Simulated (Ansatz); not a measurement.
Relaxation of a periodic cell of 17 atoms, Si16Ge (host Si, host structure diamond, interstitial Ge), to a largest force component of 0.08 eV/Å in at most 25 steps.

Computed with DFT LDA, scalar-relativistic, plane waves, PAW (Ansatz 0.2.0). Settings: accuracy low, PAW set soft_1, cutoff 420 eV, k mesh 2x2x2, fermi-dirac smearing 0.05 eV, no spin polarisation.

```xyz
17
Lattice="0.0000 5.4300 5.4300 5.4300 0.0000 5.4300 5.4300 5.4300 0.0000" Properties=species:S:1:pos:R:3
Si 0.000 0.000 0.000
Si 1.357 1.357 1.357
Si 2.715 2.715 0.000
Si 4.072 4.072 1.357
Si 2.715 0.000 2.715
Si 4.072 1.357 4.072
Si 5.430 2.715 2.715
Si 6.787 4.072 4.072
Si 0.000 2.715 2.715
Si 1.357 4.072 4.072
Si 2.715 5.430 2.715
Si 4.072 6.787 4.072
Si 2.715 2.715 5.430
Si 4.072 4.072 6.787
Si 5.430 5.430 5.430
Si 6.787 6.787 6.787
Ge 4.019 4.050 3.981
```

**Question.** Where does it end, and by what steps?

**Answer.** It converged. Limits of this set-up: coarse k mesh, PAW files made for another functional, a small cell, in which the defect meets its images, low accuracy level. After 3 steps the energy has fallen by 0.341 eV; Ge17 moved furthest, 0.10 Å.

| step | energy less start (eV) | largest force component (eV/Å) | accepted |
| --- | --- | --- | --- |
| 0 | 0.0000 | 1.210 | yes |
| 1 | -0.2926 | 0.427 | yes |
| 2 | -0.3382 | 0.101 | yes |
| 3 | -0.3412 | 0.003 | yes |

```xyz
17
Lattice="0.0000 5.4300 5.4300 5.4300 0.0000 5.4300 5.4300 5.4300 0.0000" Properties=species:S:1:pos:R:3
Si 0.005 0.007 0.003
Si 1.356 1.357 1.354
Si 2.705 2.707 0.002
Si 4.070 4.072 1.305
Si 2.706 0.005 2.704
Si 4.070 1.309 4.068
Si 5.466 2.675 2.671
Si 6.832 4.070 4.067
Si 0.004 2.707 2.704
Si 1.307 4.072 4.068
Si 2.673 5.468 2.671
Si 4.069 6.834 4.067
Si 2.674 2.676 5.463
Si 4.069 4.071 6.829
Si 5.464 5.465 5.461
Si 6.783 6.785 6.780
Ge 4.068 4.070 4.064
```

Time of the run: 11 s on 1 thread of Intel(R) Xeon(R) 6975P-C (Granite Rapids), with other jobs on the host, peak memory 0.58 GiB.
